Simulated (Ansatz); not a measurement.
`CC(C)CB(Cl)Cl` + NH₃ → `NB(Cl)Cl` + `CC(C)C` at 600 K and 1 bar (ligand exchange at a B–C bond).

Isolated molecules relaxed with PBE0-D4/def2-TZVP in Ansatz; ΔE leaves out vibrations. CCSD(T)/CBS adds triple-zeta CCSD(T) − MP2 to the extrapolated MP2 energy (def2 sets, frozen cores). This one scheme is used for every species. Each species was taken in one conformer, which may not be the lowest.

| species | CCSD(T)/CBS energy (Eh) | H − E (kJ/mol) | S (J/(mol·K)) |
| --- | --- | --- | --- |
| `CC(C)CB(Cl)Cl` | -1102.08625 | 419.0 | 525.2 |
| NH₃ | -56.50880 | 112.4 | 219.5 |
| `NB(Cl)Cl` | -1000.39362 | 129.9 | 352.8 |
| `CC(C)C` | -158.24397 | 402.4 | 381.6 |

H − E and S are ideal-gas, rigid-rotor, harmonic terms from PBE0-D4/def2-TZVP, for one conformer and one mirror image of each species. 1 Eh = 2625.50 kJ/mol, R = 8.31446 J/(mol·K).

Q: By hand: ΔE, ΔH, ΔS and ΔG.

A: ΔE = (-1000.39362) + (-158.24397) − (-1102.08625) − (-56.50880) = -0.04254 Eh = -111.7 kJ/mol. Δ(H − E) = 129.9 + 402.4 − 419.0 − 112.4 = 0.9, so ΔH = -110.8 kJ/mol. ΔS = 352.8 + 381.6 − 525.2 − 219.5 = -10.3 J/(mol·K). ΔG = -110.8 − 600 × (-10.3)/1000 = -104.6 kJ/mol.

Q: By hand: the equilibrium constant, and the temperature at which ΔG would vanish if ΔH and ΔS stayed fixed.

A: log₁₀ K = −ΔG/(RT ln 10) = 9.1. ΔG = 0 at ΔH/ΔS = 10757 K, far beyond where these terms or the molecules hold.

The number of gas molecules stays the same, so ΔS is small and ΔH decides. A doubt of 5 kJ/mol in ΔE shifts log₁₀ K by 0.4 here. Other conformers and mirror images would add mixing entropy, several J/(mol·K) or more a flexible species. Modes under 60 cm⁻¹, often nearly free rotors, make the harmonic entropy too high. These are equilibria of isolated gas molecules and say nothing of rates. Largest T1 diagnostic: 0.010 (customary marks: 0.02 for closed shells, 0.045 for open ones).
